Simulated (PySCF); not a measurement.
C₃H₅ClOSi.

```xyz
11

C      2.4622    -1.1374    -0.0239
C      1.3910    -0.3831    -0.0433
C      0.2832     0.3139    -0.0556
Cl     0.3047     2.0792    -0.2294
Si    -1.4377    -0.4349     0.1059
O     -1.3317    -2.0888     0.2586
H      2.8811    -1.5538    -0.9473
H      2.9823    -1.3677     0.9133
H     -2.0897     0.2161     1.2781
H     -2.2138    -0.1696    -1.1286
H     -0.7782    -2.4329     0.9696
```
Charge 0, spin multiplicity 1.

The structure is a stationary point at B3LYP-D3(BJ)/def2-SVP. The structure was generated by enumeration, and PubChem lists no compound with its InChIKey, so it may never have been made. Other conformers were not sampled.

The numbers are results of PBE0/pcSseg-1 (PySCF), not measurements. Non-relativistic, no solvent.

Computed absolute GIAO shielding of each atom: isotropic value and principal components (ppm):
```
atom  σ(iso)    σ11    σ22    σ33   span
----  ------  -----  -----  -----  -----
C1      96.6    5.2  118.1  166.6  161.4
C2     -39.3  -62.8  -61.1    6.1   69.0
C3      77.7   12.8   88.7  131.7  118.8
Cl4    770.1  637.2  693.4  979.6  342.5
Si5    383.2  340.7  374.2  434.7   94.0
O6     309.1  289.2  304.0  334.1   44.8
H7      25.8   23.9   24.1   29.4    5.5
H8      25.9   24.1   24.2   29.4    5.4
H9      26.4   22.9   25.5   30.7    7.8
H10     26.5   23.2   25.4   31.0    7.8
H11     30.1   21.8   26.1   42.3   20.5
```
